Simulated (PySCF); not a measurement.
C3H9GeO4, SMILES C[O][Ge]([O])([O]C)[O]C (connectivity only; charge and spin as stated), charge -1, multiplicity 1. Atoms are numbered in the order given.

```xyz
17

C     -0.2603     2.4997     0.6937
O      0.0733     1.7923    -0.4724
Ge     0.0246    -0.0228    -0.4340
O      0.4798    -0.8541    -1.8195
O     -1.6534    -0.2375     0.2587
C     -2.0381    -1.5273     0.6468
O      0.9905    -0.4393     1.0731
C      2.2590    -1.0183     0.9215
H     -0.0976     3.5764     0.5098
H     -1.3179     2.3507     0.9785
H      0.3633     2.1969     1.5555
H     -1.9969    -2.2474    -0.1931
H     -1.3987    -1.9223     1.4596
H     -3.0783    -1.4928     1.0167
H      2.4027    -1.8023     1.6893
H      3.0636    -0.2670     1.0547
H      2.3860    -1.4790    -0.0740
```
Charge -1, spin multiplicity 1.

Coordinates come from a B3LYP-D3(BJ)/def2-SVPD optimisation. The spin state was assumed, not searched. The isomer is the one that the SMILES or the coordinates give; other isomers of the formula were not compared. Other conformers were not sampled.

All values below come from PySCF with PBE0/pcSseg-1.

GIAO shieldings, no solvent; atoms listed in one row are averaged. δ = σ(ref) − σ: ¹³C against TMS (σ = 186.3 ppm); ¹⁷O against H2O (σ = 334.2 ppm); ⁷³Ge against GeH4 (σ = 1658.3 ppm); ¹H against TMS (σ = 31.56 ppm), references at their B3LYP-D3(BJ)/def2-TZVP geometries, non-relativistic.

Task: Estimate the chemical shifts. (Estimate from the structure and the level; the computed values follow.)

Result: 
| nucleus | atoms | count | δ (ppm) |
|---|---|---|---|
| ¹³C | C1, C6, C8 | 3 | 55.3 |
| ¹⁷O | O4 | 1 | 99.5 |
| ¹⁷O | O2 | 1 | 35.8 |
| ¹⁷O | O5 | 1 | 28.7 |
| ¹⁷O | O7 | 1 | 21.7 |
| ⁷³Ge | Ge3 | 1 | 287.5 |
| ¹H | H15, H16, H17 | 3 | 3.87 |
| ¹H | H9, H10, H11 | 3 | 3.73 |
| ¹H | H12, H13, H14 | 3 | 3.68 |
